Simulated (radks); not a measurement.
Question: The table gives one normalised radial function P(r) = r R(r) of I in [Kr] 4d10 5s2 5p5 (r in bohr). Method: scalar-relativistic Kohn-Sham, LB94 model potential, spin-polarised, spherical densities, finite nucleus; open shells are filled with parallel spins first (spin-orbit coupling, left out, can overturn this in heavy ions); Fermi nuclear charge, rms radius 4.75 fm; computed with a radial shooting solver on a logarithmic mesh with Libxc functionals.

r         P
0.001941   0.0013
0.00299    0.0028
0.004606   0.0059
0.007095   0.0123
0.01093    0.0251
0.01683    0.0487
0.02593    0.0867
0.03994    0.1328
0.06152    0.1543
0.09401    0.0891
0.1448    -0.0923
0.223     -0.2287
0.3436    -0.0410
0.5292     0.3157
0.8151     0.1988
1.256     -0.3959
1.934     -0.7167
2.979     -0.5290
4.589     -0.1992
7.068     -0.0312

Which n and l does it have? It may be an empty orbital.

Answer: n = 5, l = 1: the number of nodes gives n - l - 1 = 3, the rise at small r (about r^(l+1), flatter next to the nucleus through relativity) gives l, and the extent must fit the shell. The curve is that of 5p down; the table hardly tells the two spins apart. 5p down: eigenvalue -11.455 eV, 3 radial nodes at r = 0.119, 0.360, 0.956 bohr, <r> = 2.42 bohr, 90 % of the charge inside 3.66 bohr.
